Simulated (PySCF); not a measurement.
**Relaxation of singlet ICl₃**

These are results of B3LYP/[I def2-SVP with ECP28, Cl def2-SVP], scalar-relativistic core potentials, density fitting, no spin–orbit coupling, PySCF, not measurements. A (50,194) grid was used.

A hand-made trigonal planar start, of D3h symmetry, held to at least that symmetry:

```xyz
4
charge 0 multiplicity 1, angstrom
I     0.0000    0.0000    0.0000
Cl    2.3200    0.0000    0.0000
Cl   -1.1600    2.0092    0.0000
Cl   -1.1600   -2.0092    0.0000
```

Task: What does it relax to?

Result: It ends at D3h with I–Cl 2.493 Å (×3); Cl–I–Cl 120.0° (×3). A frequency run shows a minimum.

Task: How much energy is released, and in how many steps?

Result: 61.1 kJ/mol in 4 steps.

The relaxation took about 24 core-seconds on a shared host.
